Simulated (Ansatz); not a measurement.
Calculated with Ansatz (gas phase, PBE0-D4/def2-TZVP geometries, no zero-point term in ΔE). CCSD(T)/CBS is the MP2 limit (def2-TZVPP, def2-QZVPP) plus CCSD(T) − MP2 in def2-TZVPP, frozen cores. This one scheme is used for every species. DFT in def2-TZVPP. HSE06 is defined as in plane-wave codes. def2 core potentials past Kr. For Ga, I outer-core shells are correlated without core-valence functions, which leaves a few kJ/mol of doubt a bond. Scalar relativity is left out up to krypton. Each species was taken in one conformer, which may not be the lowest.

Reaction (hydrogenolysis of a Ga–Si bond): `S[SiH2][GaH][I]` + H₂ → `[GaH2][I]` + `[SiH3]S`

```tsv
species	HSE06 energy (Eh)
`S[SiH2][GaH][I]`	-2912.23817
H₂	-1.16797
`[GaH2][I]`	-2223.55550
`[SiH3]S`	-689.84799
```

Problem. Work out ΔE.

Solution. ΔE = (-2223.55550) + (-689.84799) − (-2912.23817) − (-1.16797) = 0.00265 Eh = +1.7 kcal/mol. CCSD(T)/CBS gives +2.9 kcal/mol.

Largest T1 diagnostic among the species: 0.012.

Leaving LDA and LC-ωPBE aside and taking each functional with its dispersion term where it has one, the values, not all of them listed here, spread over 6.3 kcal/mol, from B2PLYP to revPBE-D4. LDA lies +1.1 kcal/mol from PBE without D4. In def2-TZVPP, CCSD(T) changes the Hartree–Fock value by +9.2 kcal/mol (the triples alone add +1.7 kcal/mol) and MP2 by +10.4 kcal/mol.
